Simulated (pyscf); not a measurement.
**O=Sn:, singlet**

Gas-phase minimum from PySCF at ωB97X-D3(BJ)/def2-SVP, one conformer. 

```xyz
2

O      1.4850    -2.1691    -0.4312
Sn     0.4055    -1.1450    -1.4904
```
Charge 0, spin multiplicity 1.

Bonded distances (Å): O1–Sn2 1.827.

Properties at ωB97X-D3(BJ)/def2-SVP:

```json
{
  "harmonic_wavenumbers_unscaled": "895 cm⁻¹",
  "zero_point_energy": "1.3 kcal/mol",
  "rotational_symmetry_number": "1",
  "Entropy of this conformer at 298 K and 1 atm, rigid rotor and harmonic oscillator, modes under 100 cm⁻¹ raised to 100": "231.7 J/(mol K)",
  "dipole_moment": "4.03 D"
}
```

Single-point totals, which compare only within one level (frozen core for MP2 and CC):

| level | total energy (hartree) |
|---|---|
| ωB97X-D3(BJ)/def2-TZVP | -289.62012 |
| PBE/def2-TZVP | -289.48546 |
| r²SCAN/def2-TZVP | -289.59720 |
| B3LYP-D3(BJ)/def2-TZVP | -289.62971 |
| PBE0-D3(BJ)/def2-TZVP | -289.47407 |
| M06-2X/def2-TZVP | -289.44704 |
| ωB97M-D3(BJ)/def2-TZVP | -289.60298 |
| HF/def2-TZVPP | -288.21802 |
| MP2/def2-TZVPP | -288.78561 |
| CCSD/def2-TZVPP | -288.75837 |
| CCSD(T)/def2-TZVPP | -288.78573 |

The CCSD(T) − MP2 part came from Ansatz, without density fitting, on the same reference. The largest closed-shell T1 diagnostic is 0.033, which may signal static correlation. The frozen core leaves the outer d or s,p core shells of the metals and heavy elements correlated in the MP2 and CC values, and def2-TZVPP describes them poorly, so these totals are far from the basis limit. Elements past Kr carry the def2 core potentials, without spin-orbit coupling.
